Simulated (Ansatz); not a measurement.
# One elementary step

Start structure (GaHClF, closed shell), relaxed at PBE0-D4/def2-TZVP:

```
4
angstrom
Ga -1.3426 -1.6098 -1.0937
F -0.2442 -0.1790 -0.9010
H 0.5454 0.6536 0.4477
Cl 1.0413 1.1353 1.5471
```

The step: GaF + HCl → GaCl + HF; bonds formed: Ga1–Cl4, F2–H3; bonds broken: Ga1–F2, H3–Cl4. Computed with Ansatz 0.2.0 (basis: def2-TZVPP and def2-QZVPP); correlated methods freeze the cores. Filled d shells of the heavier atoms are correlated. The def2 sets are not built for correlating such inner shells, so the correlated values are less sure here. Extrapolation: Hartree–Fock as exp(−7.88 √X), correlation as X^−2.97. Energies below are by CCSD(T) at an estimated basis limit (MP2 extrapolated from triple and quadruple zeta, plus CCSD(T) − MP2 in triple zeta).

Task: What are the electronic barrier and the energy of the step, from the start structure to the end structure? (Judge from chemistry; the value comes from the calculation.)

Result: The calculation gives: Barrier 4.66 kcal/mol; step energy -6.03 kcal/mol (downhill); reverse barrier, their difference, 10.69 kcal/mol. Barrier and step energy count from the start structure, the reverse barrier from the end structure.

The saddle point: One imaginary mode of 285i cm⁻¹.
```csv
pair,start (Å),saddle (Å),end (Å)
Ga1–Cl4,4.49,2.74,2.30
F2–H3,1.77,1.30,0.95
Ga1–F2,1.81,1.96,2.60
H3–Cl4,1.30,1.43,2.09
```

Zero-point energy (harmonic, PBE0-D4): ZPE is 6.30 kcal/mol at the start and 5.51 kcal/mol at the saddle, so the barrier goes from 4.66 to 3.87 kcal/mol.

No T1 diagnostic of these runs exceeds 0.014.

For scale, one of the runs: CCSD(T)/def2-TZVPP, 135 basis functions, launched by `ansatz run in.yaml --threads 2 --pin off --events-out ev --progress --plain --max-ram 4352MiB`. Time: 17 s of wall clock on 2 CPU threads of an Arm Neoverse V1; the host was shared. Peak host memory: 0.69 GiB.
